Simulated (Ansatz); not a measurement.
Geometry optimisation, RKS revPBE-D4/def2-SVP in Ansatz.

input.yaml

```yaml
crystal:
  periodic: [false, false, false]
  atoms:
    - { symbol: Ge, position_ang: [0.0, 0.0, 0.0] }
    - { symbol: F, position_ang: [0.0, 0.0, 1.68] }
    - { symbol: F, position_ang: [1.5842, 0.0, -0.5594] }
    - { symbol: H, position_ang: [-0.73, 1.2648, -0.5162] }
    - { symbol: F, position_ang: [-0.7913, -1.3709, -0.5594] }
basis:
  gaussian: { orbitals: def2-SVP }
hamiltonian:
  xc: revpbe
  dispersion: d4
relax:
  f_tol: 0.02
  max_steps: 40
```

Launched with:

```bash
$ ansatz run input.yaml --threads 2 --pin off --max-ram 3072MiB --backend cpu --events-out ev --progress --plain --runs-dir out
```

Question: Where does it end, and by what steps?

Answer: The forces met the threshold. After 3 steps the energy has fallen by 0.215 eV; Ge1 moved furthest, 0.06 Å.

| step | energy less start (eV) | largest force component (eV/Å) | accepted |
| --- | --- | --- | --- |
| 0 | 0.0000 | 2.498 | yes |
| 1 | -0.1773 | 1.001 | yes |
| 2 | -0.2150 | 0.022 | yes |
| 3 | -0.2151 | 0.005 | yes |

```xyz
5
Properties=species:S:1:pos:R:3
Ge -0.029 0.050 -0.020
F 0.012 -0.021 1.718
F 1.624 -0.021 -0.560
H -0.752 1.303 -0.532
F -0.793 -1.417 -0.561
```

Whether the end is a true minimum wasn't checked by a vibrational analysis.

Run time: 1.7 s on 2 threads of AMD EPYC 9R45 96-Core Processor (Zen 5) (shared host), peak memory 0.16 GiB.
